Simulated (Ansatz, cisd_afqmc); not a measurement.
System: SiHF, charge 0, singlet. SiHF (SMILES F[SiH]).
B3LYP-D3(BJ)/def2-TZVP minimum from Ansatz (a quantum-chemistry and plane-wave program):
```
Si
F 1 1.6199
H 1 1.5380 2 96.45
```
Charge 0, spin multiplicity 1.

Total energies in cc-pV(D+d)Z, 12 correlated electrons, 6 frozen orbitals. UHF or UKS for unpaired electrons; spin-orbit terms are left out. Cores are frozen in correlated methods. No relativity. The Monte Carlo rows (phaseless AFQMC, CISD trial, step 0.005/hartree) carry one-sigma bars that omit the constraint's bias. Outlying blocks are dropped, and bars are widened where a walk drifts. Over all cases where full CI ran beside it in this data, AFQMC minus full CI had a median of +0.1 mEh and passed +0.4 mEh in a tenth of the cases. The restricted determinant of HFSi (F[SiH], singlet) is unstable towards broken spin symmetry in at least one set run.

```csv
method,program,energy (Eh),minus CCSDTQ (mEh)
HF,Ansatz,-388.95461,298.31
MP2,Ansatz,-389.22474,28.18
CCSD,Ansatz,-389.24621,6.71
CCSD(T),Ansatz,-389.25176,1.16
CCSDT(Q),Ansatz,-389.25297,-0.05
CCSDTQ,Ansatz,-389.25292,0.00
AFQMC/CISD,cisd_afqmc,-389.2530 ± 0.0004,-0.1 ± 0.4
```

Rough core times of Ansatz's runs on a shared machine: CCSD(T) under 20 s, CCSDT(Q) under 20 s, CCSDTQ 4 min.
